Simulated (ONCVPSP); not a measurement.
## Configuration tests for rhodium (ONCV)

ONCVPSP 4.0.1 input, shortened (lines: element, Z, core and valence counts, functional; n l f; lmax; l rc ep ncon nbas qcut; lloc lpopt rc5 dvloc0; l nproj debl; icmod fcfact rcfact), LDA (Perdew-Zunger), fully relativistic:

```
  Rh 45.00    6    4        3      upf
    1    0    2.00
    2    0    2.00
    2    1    6.00
    3    0    2.00
    3    1    6.00
    3    2   10.00
    4    0    2.00
    4    1    6.00
    4    2    8.00
    5    0    1.00
    2
    0    1.30    0.00    4    7    9.30
    1    1.60    0.00    4    7    8.20
    2    2.10    0.00    4    9    7.60
    4    5    1.05    0.00
    0    2    3.40
    1    2    0.60
    2    2    1.70
    3    5.25    1.40
```

Open shells are filled in proportion to 2j + 1.

In the p channel the program set the typed energies aside and used -1.811, 0.250 Ha (j = l + 1/2; the other j can differ).

Energies are relative to the spin-unpolarised reference configuration 4s2 4p6 4d8 5s1; without spin polarisation the order of configurations can differ from experiment.

| valence configuration | charge | ΔE all-electron (eV) | error AE − PS (meV) |
| --- | --- | --- | --- |
| 4s2 4p6 4d8 5s0 | +1 | 7.793 | +1.3 |
| 4s2 4p6 4d7 5s0 | +2 | 27.560 | +2.4 |
| 4s2 4p6 4d6 5s0 | +3 | 60.293 | +34 |
| 4s2 4p6 4d7 5s1 5p1 | 0 | 6.616 | +6.0 |

Levels in the configuration 4s2 4p6 4d6 5s0:

```json
{"level": "4s j=1/2", "all-electron (eV)": "-118.517", "pseudo (eV)": "-118.449"}
{"level": "4p j=3/2", "all-electron (eV)": "-84.863", "pseudo (eV)": "-84.821"}
{"level": "4p j=1/2", "all-electron (eV)": "-88.940", "pseudo (eV)": "-88.891"}
{"level": "4d j=5/2", "all-electron (eV)": "-39.522", "pseudo (eV)": "-39.462"}
{"level": "4d j=3/2", "all-electron (eV)": "-40.017", "pseudo (eV)": "-39.954"}
```
